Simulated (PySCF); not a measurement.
## Working out the electron affinity of Sn

Sn⁻ [Kr] 4d10 5s2 5p3 (4S) → Sn [Kr] 4d10 5s2 5p2 (3P). Calculation: PySCF 2.14, in aug-cc-pwCVTZ-DK3 (10s9p7d4f1g, 109 functions); scalar relativity by spin-free X2C-1e. Frozen: [Ar] 3d10. Energies in hartree (1 hartree = 27.21139 eV):

```
             part   Sn⁻ (lower)    Sn (upper)
              UHF  -6173.573996  -6173.538886
MP2 opposite-spin     -0.486348     -0.480613
    MP2 same-spin     -0.262111     -0.251245
```

What does Hartree-Fock give?

(-6173.538886) − (-6173.573996) = 0.035110 hartree = 0.955 eV.

What do MP2 and SCS-MP2 (6/5 opposite-spin, 1/3 same-spin) give?

The opposite-spin parts differ by 0.156 eV and the same-spin parts by 0.296 eV. MP2: 0.955 + (0.156) + (0.296) = 1.407 eV. SCS-MP2: 0.955 + 1.2 × (0.156) + (0.296)/3 = 1.241 eV.

A first-order spin-orbit estimate adds -0.252 eV to MP2 (valence and next inner shell), giving 1.155 eV against 1.112 eV (measured; photodetachment measurements, as compiled on the Wikipedia data page of electron affinities).

What remains against the reference includes basis incompleteness, the frozen core and correlation beyond second order.
